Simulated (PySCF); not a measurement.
Bond curve of InS

Set-up: PySCF, scalar-relativistic core potentials, basis sets In def2-SVPD with ECP28, S def2-SVPD. Energies in eV from In + S in their ground configurations at the same level. State: ²Π (doublet), unpaired electrons π ↑.

All columns are M06-2X. A positive dipole means In(−)S(+).

| R (Å) | E (eV) | μ (D) | Mulliken charge on In (basis-dependent) | HOMO (eV) | LUMO (eV) | Mayer bond order | ⟨S²⟩ |
| --- | --- | --- | --- | --- | --- | --- | --- |
| 2.202 | -2.260 | -0.87 | 0.48 | -6.91 | -4.16 | 0.87 | 0.75 |
| 2.304 | -2.705 | -1.58 | 0.51 | -7.02 | -3.87 | 0.83 | 0.75 |
| 2.406 | -2.954 | -2.30 | 0.54 | -7.11 | -3.61 | 0.79 | 0.75 |
| 2.483 | -3.048 | -2.84 | 0.55 | -7.15 | -3.42 | 0.77 | 0.75 |
| 2.560 | -3.081 | -3.38 | 0.57 | -7.16 | -3.24 | 0.75 | 0.75 |
| 2.637 | -3.069 | -3.91 | 0.58 | -7.16 | -3.07 | 0.73 | 0.75 |
| 2.739 | -3.001 | -4.61 | 0.59 | -7.11 | -2.88 | 0.71 | 0.76 |
| 2.867 | -2.859 | -5.47 | 0.60 | -6.94 | -2.66 | 0.69 | 0.76 |
| 3.021 | -2.639 | -6.45 | 0.61 | -6.66 | -2.45 | 0.67 | 0.76 |
| 3.226 | -2.308 | -7.69 | 0.62 | -6.34 | -2.28 | 0.64 | 0.76 |

A fit through these points gives, at Re = 2.575 Å, μ = -3.49 D and dμ/dR = -6.99 D/Å; the reduced mass is 25.01 u.

**Question.** How strong is the fundamental in the double-harmonic approximation, I = 42.26·(dμ/dR)²/μred km/mol?

**Answer.** I = 42.26·(-6.99)²/25.01 = 82.6 km/mol at M06-2X.

Spin–orbit coupling is left out, which matters for elements this heavy, above all for dissociation energies. The state is the lowest determinant that a PBE0 search found; another state may lie lower at other levels.
